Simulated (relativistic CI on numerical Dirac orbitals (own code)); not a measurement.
# Ni³⁺ in a cubic cluster: 2p photoemission with charge transfer

Computed with a charge-transfer multiplet model of a cubic metal-ligand cluster with up to 3 ligand holes, Slater and spin-orbit integrals from Dirac-Coulomb-Breit ions, Slater integrals scaled by 0.8. The ground state mixes d7 with configurations of k ligand holes L, whose averages lie at kΔ + k(k − 1)U_dd/2; a core hole lowers each added d electron by U_cd. 300 K, Lorentzian 0.6 eV and Gaussian 0.8 eV FWHM.

Atomic integrals in eV (Slater integrals scaled, ζ unscaled), ground: F2dd 10.578, F4dd 6.603, zeta_d 0.089; with the core hole: F2dd 11.936, F4dd 7.492, zeta_d 0.124, zeta_core 11.400, F2cd 7.214, G1cd 5.576, G3cd 3.173.

Cluster parameters (eV): Δ = 1.5, U_dd = 8.1, 10Dq = 0.45, 10Dq(ligand) = 0.4, V(eg) = 2.8, V(t2g) = -1.5, final-state hopping factor = 0.8.

```tsv
Case	n_d	d7	d8L	d9L2	d10L3	S
U_cd = 7.7 eV	7.44	0.59	0.38	0.03	0.00	1.49
U_cd = 8.9 eV	7.44	0.59	0.38	0.03	0.00	1.49
U_cd = 9.5 eV	7.44	0.59	0.38	0.03	0.00	1.49
U_cd = 10.7 eV	7.44	0.59	0.38	0.03	0.00	1.49
U_cd = 11.3 eV	7.44	0.59	0.38	0.03	0.00	1.49
```

Weights, n_d and S are thermal averages at 300 K. Binding energies count from the first peak over 30 % of the highest in each spectrum, which can be another peak from case to case. The parameters are a model scan and need not match a compound or its usual spin state. Peaks in eV (height, largest 100):
- U_cd = 7.7 eV: 0.0 (100), 7.0 (33), 10.4 (18), 14.7 (6), 16.2 (7), 18.8 (53), 26.3 (19), 30.0 (7)
- U_cd = 8.9 eV: 0.0 (100), 7.0 (37), 10.5 (26), 15.6 (10), 18.7 (51), 26.0 (22), 30.5 (13)
- U_cd = 9.5 eV: 0.0 (100), 4.2 (21), 7.0 (37), 10.8 (28), 12.7 (19), 16.1 (12), 18.5 (52), 25.7 (23), 30.9 (16)
- U_cd = 10.7 eV: 0.0 (100), 4.2 (24), 7.3 (41), 9.9 (24), 12.0 (26), 13.7 (29), 18.2 (54), 25.1 (27), 31.4 (19), 32.5 (18), 34.6 (6)
- U_cd = 11.3 eV: 0.0 (100), 4.3 (25), 6.4 (38), 7.5 (46), 9.7 (26), 12.7 (31), 14.7 (29), 18.3 (58), 25.1 (31), 30.9 (10), 33.0 (24), 35.4 (6)

Curve for U_cd = 8.9 eV (points under 2 left out, the grid thinned):

(E (eV), Intensity): (-3.4, 2.0), (-2.6, 3.2), (-1.7, 7.4), (-0.9, 29.6), (0.0, 100.0), (0.8, 68.8), (1.6, 52.3), (2.5, 34.7), (3.3, 26.4), (4.2, 21.0), (5.0, 17.4), (5.8, 17.3), (6.7, 34.1), (7.5, 33.6), (8.4, 21.3), (9.2, 18.1), (10.1, 23.3), (10.9, 24.4), (11.7, 17.2), (12.6, 13.1), (13.4, 9.4), (14.3, 6.5), (15.1, 8.4), (15.9, 9.8), (16.8, 9.6), (17.6, 21.2), (18.5, 50.0), (19.3, 47.5), (20.1, 31.9), (21.0, 15.0), (21.8, 7.3), (22.7, 4.1), (23.5, 3.6), (24.4, 7.0), (25.2, 15.9), (26.0, 21.6), (26.9, 16.8), (27.7, 8.1), (28.6, 3.7), (29.4, 7.0), (30.2, 12.1), (31.1, 10.9), (31.9, 5.3), (32.8, 4.1), (33.6, 2.0)

For the case U_cd = 9.5 eV, Δ = 1.5 eV is smaller than U_dd = 8.1 eV, the charge-transfer side of the Zaanen-Sawatzky-Allen scheme. With the core hole the configuration with one ligand hole lies at Δ − U_cd = -6.2, -7.4, -8.0, -9.2, -9.8 eV from the one without, in the order of the table; where this is negative the screened configuration lies lower.
